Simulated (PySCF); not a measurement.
Computed with PBE-D3(BJ)/def2-TZVP // BP86-D3(BJ)/def2-SVP (PySCF 2.14.0). Isolated molecules, 0 K electronic values unless said otherwise. One relaxed conformer stands for a flexible species; it need not be the lowest. 

Reference species: [Ta(Cl)4(OH)] (neutral, multiplicity 1).

```yaml
HOMO–LUMO gap: 3.87 eV
HOMO: -7.49 eV
```

Changed species: [Ta(Cl)5] (0 of 5 Cl replaced by OH; the reference has 1 of 5 Cl replaced by OH).

Predict the effect on the HOMO–LUMO gap and HOMO.

the HOMO–LUMO gap falls by 0.51 eV, to 3.36 eV; the HOMO drops by 0.35 eV, to -7.84 eV.
